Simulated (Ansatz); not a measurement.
Al(H)(OMe)(OSiH3) (CH7AlO2Si), SMILES C[O][AlH][O][SiH3]. Atoms are numbered in the order given.

```xyz
12

Al    -0.8273     0.8171     0.9136
H     -1.3414     1.2140     2.3346
O     -1.4263     1.6713    -0.4166
C     -1.3074     1.7188    -1.8077
H     -0.9470     2.7118    -2.1327
H     -0.6058     0.9601    -2.2041
H     -2.2893     1.5515    -2.2866
O      0.3005    -0.4347     0.7001
Si     1.3935    -1.6258     0.3783
H      0.8261    -2.9591     0.7361
H      2.6431    -1.4091     1.1650
H      1.7453    -1.6358    -1.0735
```
Charge 0, spin multiplicity 1.

Coordinates come from a B3LYP-D3(BJ)/def2-SVP optimisation. One conformer was computed; it need not be the lowest.

Two levels are set side by side: PBE-D3(BJ)/def2-SVP (Ansatz, a first-principles code) and B3LYP-D3(BJ)/def2-SVP (Ansatz). Each level has its own optimised geometry; the coordinates shown are those of the second. Differences are taken from unrounded values.

```tsv
quantity	B3LYP-D3(BJ)
mean bond length (Å)	1.436
bond Al1–O3 (Å)	1.691
bond Al1–O8 (Å)	1.698
bond O3–C4 (Å)	1.397
bond O8–Si9 (Å)	1.648
bond Al1–H2 (Å)	1.562
bond C4–H5 (Å)	1.105
bond C4–H6 (Å)	1.107
bond C4–H7 (Å)	1.105
bond Si9–H10 (Å)	1.492
bond Si9–H11 (Å)	1.492
bond Si9–H12 (Å)	1.494
```

Problem. What does PBE-D3(BJ) give, and how far is it from B3LYP-D3(BJ)? (The exact figures need the calculation; the answer reports its results.)

Solution. 
```tsv
quantity	PBE-D3(BJ)	PBE-D3(BJ) minus B3LYP-D3(BJ)
mean bond length (Å)	1.447	0.011
bond Al1–O3 (Å)	1.705	0.015
bond Al1–O8 (Å)	1.711	0.013
bond O3–C4 (Å)	1.402	0.005
bond O8–Si9 (Å)	1.660	0.012
bond Al1–H2 (Å)	1.575	0.013
bond C4–H5 (Å)	1.114	0.008
bond C4–H6 (Å)	1.115	0.009
bond C4–H7 (Å)	1.114	0.008
bond Si9–H10 (Å)	1.505	0.013
bond Si9–H11 (Å)	1.505	0.013
bond Si9–H12 (Å)	1.508	0.014
```

GGA bonds tend to be longer and softer than those of functionals with exact exchange. Differences between two approximate levels are no errors against the true value.
